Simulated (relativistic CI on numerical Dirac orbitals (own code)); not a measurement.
**Os⁶⁺: 5d valence photoemission**

Computed with this model: Dirac-Coulomb-Breit CI, orbitals from a KLI potential per configuration, model QED (radiative potential, 1s self-energy scaled to tabulated hydrogen-like ionisation energies), valence Slater integrals scaled by 0.7, multiplet model of photoemission in the sudden approximation; configurations [Xe] 4f14 5d2 → [Xe] 4f14 5d; 300 K; Lorentzian 0.42 eV and Gaussian 0.5 eV FWHM. Energies are those of the free ion, without screening or charge transfer. The energies are binding energies and can lie tens of eV above those of solids. S is read from ⟨S²⟩ = S(S + 1).

Field parameters in Wybourne normalisation: D3d B²₀ = −7Dσ, B⁴₀ = −14Dq − 21Dτ, B⁴₃ = −14√(10/7) Dq; D4h B²₀ = −7Ds, B⁴₀ = 21(Dq − Dt), B⁴₄ = 21√(5/14) Dq; Oh B⁴₀ = 21Dq, B⁴₄ = √(5/14) B⁴₀. The field is a parameter set, without covalency.

free ion: ground-state S = 0.91, centroid 85.28 eV. Peaks (eV, height): 85.2 (100).

Oh, 10Dq = 27400 cm⁻¹: ground-state S = 0.94, centroid 86.18 eV. Peaks (eV, height): 86.1 (100).

D3d, 10Dq = 22700, Dσ = 110, Dτ = -90 cm⁻¹: ground-state S = 0.94, centroid 85.98 eV. Peaks (eV, height): 85.9 (100).

D4h, 10Dq = 35000, Ds = 1310, Dt = 10 cm⁻¹: ground-state S = 0.96, centroid 86.60 eV. Peaks (eV, height): 86.6 (100).

D4h, 10Dq = 20750, Ds = 360, Dt = 940 cm⁻¹: ground-state S = 0.96, centroid 85.78 eV. Peaks (eV, height): 85.8 (100).

D4h, 10Dq = 44550, Ds = -1470, Dt = 780 cm⁻¹: ground-state S = 0.98, centroid 86.90 eV. Peaks (eV, height): 86.5 (100), 87.3 (100).

Strongest unbroadened transitions for D4h, 10Dq = 44550, Ds = -1470, Dt = 780 cm⁻¹:

```
Energy (eV)  Relative strength
      86.32                0.5
      86.43               15.4
      86.47               98.6
      87.15                0.1
      87.25               15.7
      87.30              100.0
      88.03                0.1
      88.13                0.3
      88.18                1.6
      92.29                0.0
      92.34                0.1
      92.54                0.1
      92.59                0.2
```
